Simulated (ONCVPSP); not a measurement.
**zinc, ONCV: configuration errors across variants**

```json
{"Element": "Zn", "Generator": "ONCVPSP 4.0.1", "Type": "optimised norm-conserving Vanderbilt (ONCV)", "Functional": "PBEsol", "Relativity": "scalar-relativistic", "Frozen core": "[Ar]", "Valence charge": "12", "Reference configuration": "3d10 4s1.5 (charge +0.5)", "Partial waves": "4s: rc 2.20 bohr, ncon 3, nbas 7, qcut 3.3 1/bohr, 2 projectors, debl 2.6 Ha; p scattering state at 0.12 Ha: rc 2.25 bohr, ncon 4, nbas 7, qcut 4.4 1/bohr, 2 projectors, debl 0.6 Ha; 3d: rc 0.95 bohr, ncon 4, nbas 9, qcut 19.8 1/bohr, 2 projectors, debl 3.3 Ha; f scattering state at 0.13 Ha: rc 1.85 bohr, ncon 4, nbas 7, qcut 6.2 1/bohr, 2 projectors, debl 1.4 Ha", "Local potential": "polynomial inside 0.60 bohr (lpopt 1, dvloc0 -1 Ha)", "Core correction": "Teter function, fcfact 4, rcfact 1.4"}
```

In the p channel the program set the typed energies aside and used 0.050, 0.650 Ha.

All-electron excitation energies from the reference (eV): (1) 3d10 4s2 -3.950; (2) 3d10 4s1 5.950; (3) 3d10 4s0 24.299; (4) 3d10 4s0 4p1 12.308.

A true bound ghost makes a file unfit for plane-wave use even where its test errors are small: the radial tests pick states by their node count and pass the ghost by.

Errors AE − PS in meV (a dash: test not solved or not reliable):

```csv
change,(1),(2),(3),(4),bound ghosts,GHOST(+) flags above zero
base,-1.4,-2.4,-22,-16,"s, p",f
s: qcut 4.3; p: qcut 5.8; d: qcut 25.9; f: qcut 8.1,-1.2,-2.6,-20,-11,"s, p","d, f"
p: qcut 4.7,-1.4,-2.4,-22,-16,"s, p",f
"core correction Teter function, fcfact 4, rcfact 1.82",-3.9,-8.9,-166,-50,"s, p",f
d: nbas 8,-1.4,-2.4,-23,-16,"s, p",f
f: rc 2.68,-1.4,-2.4,-22,-16,"s, p, f",none
```

(1) Give the same row for: local potential polynomial inside 0.60 bohr (lpopt 1, dvloc0 8 Ha).

Results:

(1) -1.4, -2.4, -23, -15; bound ghosts: s; GHOST(+) flags above zero: p, f.
